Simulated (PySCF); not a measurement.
C4H5, SMILES [CH]=CC=C, multiplicity 2. Atoms are numbered in the order given.

```xyz
9

C     -0.0295     1.9309     0.0000
C      0.4259     0.6881     0.0000
C     -0.4104    -0.5183     0.0000
C      0.0802    -1.7674     0.0000
H     -0.9957     2.4374     0.0000
H      1.5134     0.5181     0.0000
H     -1.4948    -0.3609     0.0000
H      1.1585    -1.9557     0.0000
H     -0.5786    -2.6390     0.0000
```
Charge 0, spin multiplicity 2.

The structure is a stationary point at B3LYP-D3(BJ)/def2-SVP. The isomer is the one that the SMILES or the coordinates give; other isomers of the formula were not compared. Other conformers were not sampled.

These are PBE/def2-TZVPD (PySCF) values and carry that method's errors.

Question: Estimate the frontier levels, dipole moment and polarisability. (Estimate from the structure and the level; the computed values follow.)

Answer: 
```
Quantity                                                                                                        Result
---------------------------------------------------------------------------------------------  -----------------------
α spin, highest occupied and lowest empty level                                                     -5.66 and -2.01 eV
β spin, highest occupied and lowest empty level                                                     -5.90 and -3.22 eV
dipole moment                                                                                                   0.75 D
quadrupole, principal values (traceless, Buckingham form, about the centre of nuclear charge)   -4.58, -1.01, 5.59 D·Å
mean static polarisability                                                                        56.7 bohr³ (8.41 Å³)
polarisability, principal values                                                                36.4, 46.6, 87.3 bohr³
⟨S²⟩                                                                                           0.762 (pure state 0.75)
```
